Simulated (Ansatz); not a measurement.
Reaction (redistribution): `CC[SiH]1[AlH][SiH2]1` + `B/C=C/CF` → `FC[SiH]1[AlH][SiH2]1` + `B/C=C/CC`

Program: Ansatz. Geometries: PBE0-D4/def2-TZVP. ΔE: electronic, gas phase. CBS: MP2 limit from def2 TZ/QZ plus the TZ coupled-cluster correction, frozen cores. Double bonds are as drawn, so ΔE can hold a change between cis and trans. Functionals use def2-TZVPP. B3LYP here is the variant with VWN-RPA as its local correlation; programs differ in this. Each species was taken in one conformer, which may not be the lowest.

| level | ΔE (kJ/mol) | difference from CCSD(T)/CBS |
| --- | --- | --- |
| PBE-D4 | 16.3 | -1.0 |
| B3LYP-D4 | 15.2 | -2.1 |
| ωB97M-V | 18.0 | 0.7 |
| B2PLYP | 16.0 | -1.3 |
| r2SCAN | 18.4 | 1.1 |
| SCS-MP2/def2-TZVPP | 18.1 | 0.8 |
| CCSD(T)/def2-TZVPP | 18.5 | 1.2 |
| HF/def2-QZVPP | 15.4 | -1.9 |
| SCS-MP2/def2-QZVPP | 17.2 | -0.1 |
| HF/CBS(def2) | 15.3 | -2.0 |
| CCSD(T)/CBS | 17.3 | 0 |

Largest T1 diagnostic among the species: 0.014.
